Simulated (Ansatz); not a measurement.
Geometry optimisation, RKS PBE/6-31G* (Ansatz).

input.yaml

```yaml
crystal:
  periodic: [false, false, false]
  atoms:
    - { symbol: B, position_ang: [0.111259, -0.201791, -0.110878] }
    - { symbol: H, position_ang: [-0.008225, -0.479741, 1.047421] }
    - { symbol: "N", position_ang: [1.342553, -0.409457, -0.748252] }
    - { symbol: H, position_ang: [2.183546, -0.735852, -0.275623] }
    - { symbol: H, position_ang: [1.498486, -0.184275, -1.729018] }
    - { symbol: H, position_ang: [-0.829691, 0.146139, -0.778605] }
    - { symbol: "N", position_ang: [0.073292, 2.266215, 1.123268] }
    - { symbol: H, position_ang: [1.058088, 2.050667, 0.935124] }
    - { symbol: C, position_ang: [-0.493262, 3.068595, 0.039181] }
    - { symbol: H, position_ang: [-0.425669, 2.628486, -0.979326] }
    - { symbol: H, position_ang: [-1.559885, 3.263934, 0.244476] }
    - { symbol: H, position_ang: [0.012472, 4.052853, 0.018956] }
    - { symbol: H, position_ang: [-0.397564, 1.341029, 1.204677] }
basis:
  gaussian: { orbitals: "6-31G*" }
hamiltonian:
  xc: pbe
relax:
  f_tol: 0.03
  max_steps: 50
```

Run as:

```bash
$ ansatz run input.yaml --threads 1 --pin off --max-ram 2048MiB --backend cpu --events-out ev --progress --plain --runs-dir out
```

Question: Where does it end, and by what steps?

Answer: The forces met the threshold. The force dipped under the threshold on the way, but the program's further checks kept it going. After 21 steps the energy has fallen by 0.116 eV; H10 moved furthest, 0.71 Å.

```tsv
step	energy less start (eV)	largest force component (eV/Å)	accepted
0	0.0000	0.709	yes
1	-0.0780	0.240	yes
2	-0.0971	0.150	yes
3	-0.1038	0.170	yes
4	-0.1067	0.199	yes
5	-0.1097	0.150	yes
6	-0.1112	0.070	yes
7	-0.1117	0.114	yes
8	-0.1127	0.035	yes
9	-0.1133	0.018	yes
10	-0.1117	0.140	no
11	-0.1137	0.031	yes
12	-0.1136	0.093	no
13	-0.1141	0.022	yes
14	-0.1144	0.035	yes
15	-0.1145	0.051	yes
16	-0.1148	0.049	yes
17	-0.1153	0.024	yes
18	-0.1158	0.034	yes
19	-0.1159	0.065	yes
20	-0.1162	0.044	yes
21	-0.1164	0.023	yes
```

```xyz
13
Properties=species:S:1:pos:R:3
B 0.171 -0.444 -0.270
H -0.105 -0.882 0.820
N 1.508 -0.484 -0.689
H 2.262 -0.868 -0.122
H 1.820 -0.155 -1.601
H -0.659 0.005 -1.021
N 0.158 2.452 1.100
H 0.877 1.886 0.632
C -0.601 3.206 0.093
H -1.081 2.603 -0.708
H -1.393 3.784 0.599
H 0.071 3.936 -0.392
H -0.462 1.770 1.552
```

Whether the end is a true minimum wasn't checked by a vibrational analysis.

Time of the run: 46 s on 1 thread of Arm Neoverse V2 (shared host), peak memory 0.12 GiB.
